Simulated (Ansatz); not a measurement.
Start from `CS[SiH2][SiH3]` and change one atom or group to get `[SiH3][SiH2]SCS`.

Ansatz, PBE0-D4/def2-TZVP geometries, multiplicity 1. Each molecule was computed in one conformer, which needn't be the lowest.

```tsv
property	`CS[SiH2][SiH3]`
HOMO–LUMO gap (PBE/def2-TZVPP) / eV	4.72
LUMO energy (B3LYP/def2-TZVPP) / eV	-0.32
LUMO energy (ωB97M-V/def2-TZVPP) / eV	1.61
HOMO–LUMO gap (ωB97M-V/def2-TZVPP) / eV	10.75
LUMO energy (PBE/def2-TZVPP) / eV	-1.02
LUMO energy (PBE0/def2-TZVPP) / eV	-0.16
```

(1) What does the change do to each property? (An estimate is asked.)

Results:

(1) Computed: 
```
                               property  `[SiH3][SiH2]SCS`  shift
    HOMO–LUMO gap (PBE/def2-TZVPP) / eV               4.28  -0.44
    LUMO energy (B3LYP/def2-TZVPP) / eV              -0.80  -0.48
  LUMO energy (ωB97M-V/def2-TZVPP) / eV               1.21  -0.40
HOMO–LUMO gap (ωB97M-V/def2-TZVPP) / eV              10.25  -0.50
      LUMO energy (PBE/def2-TZVPP) / eV              -1.50  -0.48
     LUMO energy (PBE0/def2-TZVPP) / eV              -0.62  -0.46
```

B3LYP here is the variant with VWN-RPA as its local correlation; programs differ in this.
